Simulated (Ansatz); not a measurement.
Task: Name a neutral molecule of C, N and H with HOMO–LUMO gap (PBE/def2-TZVPP) between 3.85 and 4.15 eV and LUMO energy (PBE/def2-TZVPP) between -3.55 and -3.25 eV (Ansatz, PBE0-D4/def2-TZVP geometry).

Result: `N#Cc1ccccc1C#N` (4.02 eV, -3.30 eV). Other molecules can fit too; these were computed, each in one conformer that needn't be the lowest.
